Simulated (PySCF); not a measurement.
Gas-phase reaction: 2 GaF3 + 2 NH2 → 2 GaNH2 + 3 F2

Energies from PySCF, thermal terms from the rigid-rotor harmonic-oscillator model, ideal gas at 1 bar. † marks an energy on the PBE0/def2-TZVP geometry and frequencies; other levels use their own. CCSD(T) freezes the core. 6-31G* has spherical d functions here. Open shells (unrestricted): NH2 (multiplicity 2); the rest are closed-shell singlets. Ga: all electrons, no relativistic terms. GaNH2: computed as isolated molecules; such fragments, hydroxides, amides, oligomers or adducts are transient or little studied in the gas. CCSD(T) isn't extrapolated to the basis-set limit; its ΔH°(298 K) is 1618.2 kJ in def2-SVP and 1625.1 kJ in def2-TZVPP. The harmonic model lacks anharmonicity and excited electronic states, which grow with temperature; levels with a mode under 35 cm⁻¹ are left out.

| level | ΔE electronic, kJ | ΔH°(298 K), kJ | ΔS°(298 K), J/K | ΔG°(800 K), kJ |
|---|---|---|---|---|
| CCSD(T)/def2-SVP† | 1611 | 1618 | 134 | 1514 |
| CCSD(T)/def2-TZVPP† | 1617 | 1625 | 134 | 1521 |
| HF/6-31G* | 1870 | 1879 | 136 | 1773 |
| M06-2X/def2-TZVP† | 1652 | 1660 | 134 | 1555 |
| PBE/def2-TZVP† | 1450 | 1458 | 134 | 1353 |
| PBE0/def2-QZVP† | 1586 | 1593 | 134 | 1489 |
| PBE0/def2-SVP† | 1548 | 1556 | 134 | 1451 |
| PBE0/def2-TZVP | 1565 | 1572 | 134 | 1468 |
| LDA/def2-TZVP† | 1446 | 1454 | 134 | 1349 |
| ωB97X-V/def2-TZVP† | 1593 | 1601 | 134 | 1496 |
ΔH° is lowest at LDA/def2-TZVP† and highest at HF/6-31G*. No reference value is set beside these.
